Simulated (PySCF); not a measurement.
GaH2, SMILES [GaH2], multiplicity 2.

Coordinates come from a B3LYP-D3(BJ)/def2-TZVPD optimisation. The multiplicity is an assumed one; other spin states were not compared. The isomer is the one that the SMILES or the coordinates give; other isomers of the formula were not compared.

Level of theory: TDA-PBE/def2-TZVPD (PySCF).

Vertical excitations. The molecule is in vacuum.

```json
[
 {"state": "root 1", "energy (eV)": "1.80", "λ (nm)": "689", "f": "0.010", "main pairs": "α HOMO→LUMO 99 %"},
 {"state": "root 2", "energy (eV)": "3.98", "λ (nm)": "311", "f": "0.009", "main pairs": "β HOMO→LUMO 95 %"},
 {"state": "root 3", "energy (eV)": "4.42", "λ (nm)": "281", "f": "0.087", "main pairs": "α HOMO→LUMO+1 100 %"},
 {"state": "root 4", "energy (eV)": "4.43", "λ (nm)": "280", "f": "0.000", "main pairs": "α HOMO−1→LUMO 51 %, β HOMO→LUMO+1 49 %"},
 {"state": "root 5", "energy (eV)": "4.91", "λ (nm)": "252", "f": "0.000", "main pairs": "α HOMO−1→LUMO 49 %, β HOMO→LUMO+1 51 %"},
 {"state": "root 6", "energy (eV)": "5.08", "λ (nm)": "244", "f": "0.029", "main pairs": "α HOMO→LUMO+2 99 %"},
 {"state": "root 7", "energy (eV)": "5.37", "λ (nm)": "231", "f": "0.142", "main pairs": "α HOMO→LUMO+3 95 %"},
 {"state": "root 8", "energy (eV)": "6.06", "λ (nm)": "205", "f": "0.089", "main pairs": "α HOMO→LUMO+6 98 %"},
 {"state": "root 9", "energy (eV)": "6.07", "λ (nm)": "204", "f": "0.000", "main pairs": "α HOMO→LUMO+5 100 %"},
 {"state": "root 10", "energy (eV)": "6.08", "λ (nm)": "204", "f": "0.089", "main pairs": "α HOMO→LUMO+4 96 %"}
]
```
Unrestricted roots are not spin-pure.
